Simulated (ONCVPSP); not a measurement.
Before and after: ONCV potential for bromine (Br)

bromine (Br), optimised norm-conserving Vanderbilt (ONCV), made with ONCVPSP 4.0.1 (PBE, scalar-relativistic). Core [Ar], reference 3d10 4s2 4p3 (charge +2). Waves: 4s: rc 1.45 bohr, ncon 5, nbas 9, qcut 3.5 1/bohr, 1 projector; 4p: rc 1.25 bohr, ncon 4, nbas 8, qcut 7.4 1/bohr, 3 projectors, debl 1.4 Ha; 3d: rc 0.90 bohr, ncon 4, nbas 8, qcut 21.1 1/bohr, 1 projector; f scattering state at 0.28 Ha: rc 1.45 bohr, ncon 4, nbas 7, qcut 7.2 1/bohr, 1 projector. Local part: polynomial inside 0.60 bohr (lpopt 5, dvloc0 2 Ha). Core correction: Teter function, fcfact 3, rcfact 1.3.

All-electron outer shells of the reference configuration (PBE, scalar-relativistic, ld1.x):

| shell | level (eV) | outermost node (bohr) | outermost maximum (bohr) |
| --- | --- | --- | --- |
| 3s | -262.20 | 0.23 | 0.48 |
| 3p | -197.61 | 0.21 | 0.48 |
| 3d | -90.79 | – | 0.43 |
| 4s | -41.84 | 0.67 | 1.39 |
| 4p | -28.23 | 0.70 | 1.58 |

Change: core correction polynomial model core, fcfact 0.55.

Cutoffs: the cutoffs (Ha) at which the residual kinetic energy of the hardest occupied pseudo-wave falls to 1 and 0.1 mHa per electron; they do not see the model core or the augmentation charge, which bear on the density cutoff. Errors are all-electron minus pseudo energies relative to the spin-unpolarised reference configuration.

Problem. Predict the effect on cutoff, ghosts and configuration errors.

Solution. The potential gets neither clearly harder nor softer (156 Ha and 175 Ha → 156 Ha and 175 Ha); both files keep a bound ghost (p, s); of the 4 tests that both files solve, the error grows in 1 and shrinks in 1 by more than 15 % and 0.3 meV (median size 3.2 → 3.4 meV). A model core, the more so a compact one, raises the density cutoff, which this test does not measure.

| quantity | base | changed |
| --- | --- | --- |
| cutoff, loose | 156 Ha | 156 Ha |
| cutoff, tight | 175 Ha | 175 Ha |
| bound ghosts | s, p | s, p |
| GHOST(+) flags under 300 eV | f at 157.7 eV | f at 157.7 eV |
| error for 3d10 4s2 4p5, meV [ΔE -35.31 eV] | +8.1 | +9.2 |
| error for 3d10 4s2 4p4, meV [ΔE -22.76 eV] | +4.8 | +5.0 |
| error for 3d10 4s2 4p2, meV [ΔE 33.98 eV] | -1.0 | -1.9 |
| error for 3d10 4s1 4p5, meV [ΔE -9.76 eV] | +1.6 | +1.3 |
| s: phases at 1.48 bohr within 0.05 rad from the reference energy up to (Ha; the scan ends near 5) | 1.3 | 1.3 |
| p: phases at 1.27 bohr within 0.05 rad from the reference energy up to (Ha; the scan ends near 5) | to the end of the scan | to the end of the scan |
| d: phases at 0.91 bohr within 0.05 rad from the reference energy up to (Ha; the scan ends near 5) | 2.2 | 2.2 |
| f: phases at 1.48 bohr within 0.05 rad from the reference energy up to (Ha; the scan ends near 5) | to the end of the scan | to the end of the scan |
| rms error of d²Exc/dni dnj with the model core, mHa | 6.53 | 1.84 |

 A true bound ghost makes a file unfit for plane-wave use even where its test errors are small: the radial tests pick states by their node count and pass the ghost by.
